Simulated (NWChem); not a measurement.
System: GeHBr, singlet; SMILES [GeH][Br]

All runs: NWChem. Low-valent species are run as closed-shell singlets; no triplet was tried in these runs. Structure relaxed at the PBE0/def2-SVP level. Static field.

```
level                                    isotropic polarisability (bohr³)  anisotropy (bohr³)
---------------------------------------  --------------------------------  ------------------
PBE/aug-cc-pVDZ                                                      58.3                31.8
B3LYP/aug-cc-pVDZ                                                    57.1                30.7
LDA (Slater exchange, VWN5)/aug-cc-pVDZ                              58.2                31.9
BHandHLYP/aug-cc-pVDZ                                                   ?                   ?
```

### Question
Fill in the missing entries.

### Answer

- BHandHLYP/aug-cc-pVDZ, isotropic polarisability (bohr³): 55.5
- BHandHLYP/aug-cc-pVDZ, anisotropy (bohr³): 28.6
